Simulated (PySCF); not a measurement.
PySCF job for C₄H₈OSi, SMILES C[SiH]1CC(=O)C1, PBE/pcSseg-1. Geometry optimised at r2SCAN-D4/def2-SVP. The structure was generated by enumeration, and PubChem lists no compound with its InChIKey, so it may never have been made.

```python
import numpy as np
from pyscf import gto, scf, dft
from pyscf.prop.nmr import rks as nmr

mol = gto.M(
    atom='''
    C     2.56090604    0.28524189   -0.00000000
    Si    0.84333747   -0.45760771   -0.00000000
    C    -0.46520880    0.25350281    1.19990365
    C    -1.41562459    0.17847327    0.00000000
    O    -2.58424608   -0.12265326    0.00000000
    C    -0.46520880    0.25350281   -1.19990365
    H     2.51416421    1.38567387    0.00000000
    H     3.12815860   -0.03265744   -0.88957095
    H     3.12815860   -0.03265743    0.88957095
    H     0.87684363   -1.94870353    0.00000001
    H    -0.83952133   -0.21119044    2.12247298
    H    -0.19511067    1.30706732    1.40201658
    H    -0.19511067    1.30706731   -1.40201659
    H    -0.83952133   -0.21119044   -2.12247298
    ''',
    basis='pcSseg-1',
    charge=0,
    spin=0,
    max_memory=1600,
    verbose=3,
)
mf = dft.RKS(mol, xc='pbe')
mf.grids.level = 3
mf.conv_tol = 1e-10
mf.max_cycle = 100
mf.kernel()
n = nmr.NMR(mf)
n.verbose = 2
n.max_cycle_cphf = 60
sigma = n.kernel()
print('atom   isotropic/ppm   span/ppm')
for i, s in enumerate(sigma):
    w = np.linalg.eigvalsh((s + s.T) / 2)
    print(f'{mol.atom_symbol(i):2s}{i + 1:3d} {w.mean():14.3f} {w[2] - w[0]:11.3f}')
```

Log of the run:

```
converged SCF energy = -521.479755590602
atom   isotropic/ppm   span/ppm
C   1        182.263      14.260
Si  2        385.485     157.672
C   3        135.950      87.618
C   4        -16.461     192.521
O   5       -303.148    1059.031
C   6        135.950      87.618
H   7         30.994      10.701
H   8         30.483      10.959
H   9         30.483      10.959
H  10         26.863       9.072
H  11         28.935       9.463
H  12         28.471       5.599
H  13         28.471       5.599
H  14         28.935       9.463
```

The calculation finished and met its thresholds.

Cost: roughly 40 core-seconds.
